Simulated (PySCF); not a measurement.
## How methods differ on the ionisation energy of N²⁺

N²⁺ [He] 2s2 2p1 (2P) → N³⁺ [He] 2s2 (1S), as a difference of total energies. All numbers are calculated (PySCF 2.14, the non-relativistic Hamiltonian (point nucleus), in def2-TZVPPD). Correlated levels: valence and next inner shell: nothing frozen. The calculations carry no spin-orbit coupling.

```
                                method  ionisation energy (eV)
                                   UHF                  47.297
    MP2 (valence and next inner shell)                  47.483
SCS-MP2 (valence and next inner shell)                  47.429
   CCSD (valence and next inner shell)                  47.242
CCSD(T) (valence and next inner shell)                  47.267
  CCSDT (valence and next inner shell)                  47.274
```

A first-order spin-orbit estimate (lowest level to lowest level, LS coupling) adds 0.015 eV.

Errors of the correlated levels include the incompleteness of this basis.

The coupled-cluster amplitudes are large for N³⁺ (T1 above 0.03 or a double amplitude above 0.15), so a single reference is strained.

Which method comes closest to the reference value, and which is furthest?

The reference is 47.445 eV (semi-empirical (NIST evaluation); NIST Atomic Spectra Database, ionization energies). Closest: SCS-MP2 (valence and next inner shell) (error -0.002 eV); furthest: CCSD (valence and next inner shell) (error -0.188 eV), both after the spin-orbit estimate.
